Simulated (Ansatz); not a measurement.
Total energies of C₅H₃NO (`N#Cc1ccco1`).

Cartesian coordinates in Å:
```
N -1.098 -1.174 -2.966
C -0.751 -0.785 -1.938
C -0.300 -0.297 -0.696
C 0.833 0.371 -0.344
C 0.732 0.597 1.053
C -0.449 0.050 1.436
O -1.089 -0.497 0.389
H 1.630 0.659 -1.009
H 1.443 1.100 1.688
H -0.952 -0.025 2.386
```

The species carries charge 0 and has multiplicity 1. The geometry is a stationary point of PBE0-D4/def2-TZVP. Basis def2-TZVPP, Ansatz.

RPA on PBE orbitals: Hartree–Fock energy of these orbitals -320.41009 Eh, correlation -1.81911 Eh (frozen core).

```
             functional  energy without D4 (Eh)  D4 term (kJ/mol)
            LDA (SPW92)              -319.66645                 –
                    PBE              -322.01160             -23.2
                 revPBE              -322.30522             -78.7
                   BLYP              -322.30417             -52.2
                 B97M-V              -322.36999                 –
                   PBE0              -322.01612             -19.5
                  B3LYP              -322.39159             -37.2
                r2SCANh              -322.19287              -6.1
                r2SCAN0              -322.16399              -6.7
HSE06 (plane-wave form)              -321.99999             -18.0
                  BHLYP              -322.19942             -26.3
              CAM-B3LYP              -322.23586             -19.5
                LC-ωPBE              -322.15473                 –
                 B2PLYP              -322.14061                 –
```

(1) Give the same for r2SCAN, ωB97X-V, ωB97M-V, PBE-QIDH. (Estimate.)

B3LYP takes the VWN-RPA correlation (the form of Gaussian; ORCA's B3LYP/G). HSE06 is the plane-wave form, built on full-range PBE exchange. The double hybrids freeze the cores in their second-order part.

## Answers

(1) Ansatz gave: 
```csv
functional,energy without D4 (Eh),D4 term (kJ/mol)
r2SCAN,-322.21311,-5.8
ωB97X-V,-322.28844,–
ωB97M-V,-322.28942,–
PBE-QIDH,-321.96020,–
```

LC-ωPBE has ω = 0.4 bohr⁻¹.
